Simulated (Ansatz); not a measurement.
Consider the formal exchange of groups at a C–Si bond: `FC[SiH](F)Cl` + `F/C=C/[SiH3]` → `F/C=C(\[SiH3])CF` + `F[SiH2]Cl`.

Program: Ansatz. Geometries: PBE0-D4/def2-TZVP. ΔE: electronic, gas phase. CBS: MP2 limit from def2 TZ/QZ plus the TZ coupled-cluster correction, frozen cores. This one scheme is used for every species. Double bonds are as drawn, so ΔE can hold a change between cis and trans. One conformer a species, not always the lowest.

```
          level  ΔE (kJ/mol)
  HF/def2-TZVPP         16.8
CCSD/def2-TZVPP         15.2
   HF/CBS(def2)         17.2
 CCSD/CBS(def2)         17.7
```

Task: What does CCSD(T)/CBS give? (Estimate.)

Result: Computed: +17.1 kJ/mol. The listed levels differ from it by -0.3, -1.9, 0.1, 0.6 kJ/mol.

Largest T1 diagnostic among the species: 0.012.
